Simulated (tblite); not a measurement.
C₅H₂ClFOS.
Z-matrix (Å and degrees, GFN2-xTB geometry), rows numbered from 1:
```
O 
C   1  1.1894
Cl  2  1.7766  1  120.43
C   2  1.4418  1  127.64  3  -179.99
C   4  1.3779  2  125.65  1    -1.46
C   5  1.4012  4  111.10  2   179.76
F   6  1.3359  5  123.03  4   179.96
C   6  1.3686  5  114.14  4    -0.07
S   8  1.7040  6  111.51  5     0.13
H   5  1.0743  4  124.07  2    -0.32
H   8  1.0718  6  127.28  5  -179.86
```

All values are computed: GFN2-xTB (tblite) harmonic vibrations without scaling, gas phase. Errors from tens to a few hundred cm⁻¹ against measured bands are possible. One conformer, not necessarily the lowest.

Harmonic wavenumbers (cm⁻¹): 49.0, 115.9, 140.9, 266.0, 271.7, 378.0, 400.2, 420.0, 487.8, 526.1, 568.8, 629.2, 645.8, 752.1, 805.4, 830.3, 884.2, 990.3, 1093.7, 1120.0, 1173.4, 1400.9, 1420.8, 1539.2, 1793.0, 3153.8, 3172.8.

A = 2689, B = 751.8, C = 587.6 MHz; mass 163.950 u (most abundant isotopes); point group Cs, symmetry number 1.

Task: Zero-point energy?

Result: ½Σν̃ = 12515 cm⁻¹ = 149.71 kJ/mol.

Task: Give the ideal-gas entropy at 273.15 K and 1 bar in the rigid-rotor, harmonic-oscillator model (classical rotation).

Result: Translation 170.64, rotation 124.35, vibration 78.02: S = 373.0 J/(mol K).

Task: And Cp and H(273.15 K) − H(0)?

Result: Cp = 122.66 J/(mol K), of which vibrations give 89.40 (their classical limit is 27 R = 224.5); H(273.15 K) − H(0) = 20.87 kJ/mol without the zero-point energy, 11.78 from vibrations.

Task: Which modes carry the vibrational entropy at 273.15 K?

Result: 49.0 cm⁻¹: 19.60; 115.9 cm⁻¹: 12.55; 140.9 cm⁻¹: 10.98; 266.0 cm⁻¹: 6.16; 271.7 cm⁻¹: 6.01; 378.0 cm⁻¹: 3.84 J/(mol K); the other 21 give 18.88 together.

Task: How do the functions run with temperature in this model?

Result: 
```json
{"T (K)": "100", "S (J/(mol K))": "284.1", "Cp (J/(mol K))": "62.9", "H − H(0) (kJ/mol)": "4.67", "G − H(0) (kJ/mol)": "-23.73", "ln q(vib)": "1.09"}
{"T (K)": "200", "S (J/(mol K))": "338.6", "Cp (J/(mol K))": "98.7", "H − H(0) (kJ/mol)": "12.75", "G − H(0) (kJ/mol)": "-54.97", "ln q(vib)": "2.83"}
{"T (K)": "300", "S (J/(mol K))": "384.9", "Cp (J/(mol K))": "130.6", "H − H(0) (kJ/mol)": "24.27", "G − H(0) (kJ/mol)": "-91.20", "ln q(vib)": "4.71"}
{"T (K)": "500", "S (J/(mol K))": "462.9", "Cp (J/(mol K))": "174.7", "H − H(0) (kJ/mol)": "55.19", "G − H(0) (kJ/mol)": "-176.26", "ln q(vib)": "8.50"}
{"T (K)": "800", "S (J/(mol K))": "553.4", "Cp (J/(mol K))": "208.7", "H − H(0) (kJ/mol)": "113.34", "G − H(0) (kJ/mol)": "-329.36", "ln q(vib)": "13.74"}
{"T (K)": "1000", "S (J/(mol K))": "601.4", "Cp (J/(mol K))": "221.1", "H − H(0) (kJ/mol)": "156.40", "G − H(0) (kJ/mol)": "-444.97", "ln q(vib)": "16.85"}
```

q(vib) and H(0) count from the zero-point level.

Task: What must be added to the electronic energy to get the Gibbs energy at 273.15 K and 1 bar?

Result: ZPE + [H(273.15 K) − H(0)] − T·S = 149.71 + 20.87 − 101.89 = 68.69 kJ/mol.

Task: Blend soft modes into free rotors: weight 1/[1 + (100 cm⁻¹/ν̃)⁴] for the oscillator and the rest for a rotor with moment μB/(μ + B), μ = h/(8π²ν), B = 10⁻⁴⁴ kg m². What vibrational entropy results?

Result: 72.60 J/(mol K) in place of 78.02, which changes −T·S at 273.15 K by +1.48 kJ/mol.

Hindered rotation and anharmonicity are outside this model. Other conformers, if any are populated, would add a mixing term that is left out.
